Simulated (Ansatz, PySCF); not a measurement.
Pulling on the Al1–Br4 bond in AlBrFH (SMILES [F][AlH][Br]) (multiplicity 1 held, fragments rigid). Energies count from the point at 2.246 Å.
Geometry at that point (charge 0, multiplicity 1):
```xyz
4

Al     0.1426    -1.0219     0.6860
H     -0.7458    -2.2864     0.8733
F      1.5677    -0.9021     1.5014
Br    -0.4348     0.6768    -0.6658
```

R- and RO- levels are restricted; in cc, def2 and unpolarised 6-31G sets they are followed outwards from rest. U- levels take the lowest unrestricted solution at each point, which mixes spins at long bonds. Active spaces are followed from a long bond inwards. Left out are points that failed, MP2 points in a non-variational dive below the minimum, coupled-cluster points behind a sign of a changed root (a jump of the amplitudes, or a one-step jump against full CI or MRCI), small-basis points behind a change of solution, and semi-empirical points at long bonds. Curves can end on different states.

Cores are frozen in the correlated methods. Filled d and f shells under p-block atoms count as core. Rows in 3-21G carry no dispersion term and start afresh at each structure; the Pople sets are all-electron and without relativity.

Programs: Ansatz (Gaussian basis) for Hartree–Fock, density functionals and correlated methods; PySCF for 3-21G rows. 

Energies in kcal/mol.

```tsv
R (Å)	R-HF/3-21G	R-PBE/def2-TZVPP	U-wB97X-V/def2-TZVPP	U-SCS-MP2/def2-TZVPP	FIC-MRCISD on CASSCF(6,4)/def2-TZVPP	FIC-MRCISD+Q on CASSCF(6,4)/def2-TZVPP
1.797	85.2	63.3	61.6	65.4	64.2	64.8
2.022	18.9	11.5	10.3	11.5	11.1	11.3
2.246	0.0	0.0	0.0	0.0	0.0	0.0
2.471	2.6	5.4	7.0	6.4	6.6	6.5
2.696	14.3	17.3	20.7	19.8	20.0	19.9
3.033	37.0	37.5	44.0	42.8	42.6	42.7
3.370	59.1	55.8	65.6	71.4	62.9	63.3
3.931	89.6	78.4	92.1	97.8	87.1	88.1
4.493	112.2	92.2	103.0	103.8	98.2	99.9
5.167	130.9	101.2	106.9	105.4	101.7	103.7
6.065	145.5	106.7	107.7	105.7	102.4	104.5
7.189	left out	109.3	107.8	105.8	102.5	104.6
```

Doubts at one or more of the structures used: a restricted determinant that unrestricted orbitals would lower (R-HF/3-21G, R-PBE/def2-TZVPP); a spin-contaminated determinant (U-wB97X-V/def2-TZVPP, U-SCS-MP2/def2-TZVPP); active orbitals that take no part (FIC-MRCISD on CASSCF(6,4)/def2-TZVPP, FIC-MRCISD+Q on CASSCF(6,4)/def2-TZVPP).

Ansatz is a quantum-chemistry and plane-wave program.
